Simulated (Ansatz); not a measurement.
The same molecule with X = B, Al, Ga, In. Ansatz, PBE0-D4/def2-TZVP geometries, multiplicity 1. Each molecule was computed in one conformer, which needn't be the lowest.

Elements past krypton have def2 core potentials. Scalar relativity is left out up to krypton.

| X | molecule | mean X–C bond length / Å | mean X–Cl bond length / Å | HOMO energy (PBE/def2-TZVPP) / eV | size of the dipole moment (ωB97M-V/def2-TZVPP) / D | LUMO energy (B3LYP/def2-TZVPP) / eV |
| --- | --- | --- | --- | --- | --- | --- |
| B | `C=CB(Cl)Cl` | 1.537 | 1.751 | -7.41 | 1.89 | -2.36 |
| Al | `C=[CH][Al]([Cl])[Cl]` | 1.918 | 2.087 | -7.42 | 2.11 | -1.82 |
| Ga | `C=[CH][Ga]([Cl])[Cl]` | 1.928 | 2.134 | -7.47 | 2.87 | -2.09 |

Q: Give the row for X = In, `C=[CH][In]([Cl])[Cl]`. (An estimate is asked.)

A: Computed: 
| X | molecule | mean X–C bond length / Å | mean X–Cl bond length / Å | HOMO energy (PBE/def2-TZVPP) / eV | size of the dipole moment (ωB97M-V/def2-TZVPP) / D | LUMO energy (B3LYP/def2-TZVPP) / eV |
| --- | --- | --- | --- | --- | --- | --- |
| In | `C=[CH][In]([Cl])[Cl]` | 2.107 | 2.320 | -7.25 | 3.64 | -2.19 |

From B to In the mean X–C bond length rises at each step, by 0.570 Å in all; the mean X–Cl bond length rises at each step, by 0.569 Å in all; the HOMO energy (PBE/def2-TZVPP) isn't monotonic: highest at In, lowest at Ga; the LUMO energy (B3LYP/def2-TZVPP) isn't monotonic: highest at Al, lowest at B. Bonds lengthen as the atom grows down the group. Dipoles are sizes alone, and their direction can turn along the series.

B3LYP here is the variant with VWN-RPA as its local correlation; programs differ in this.
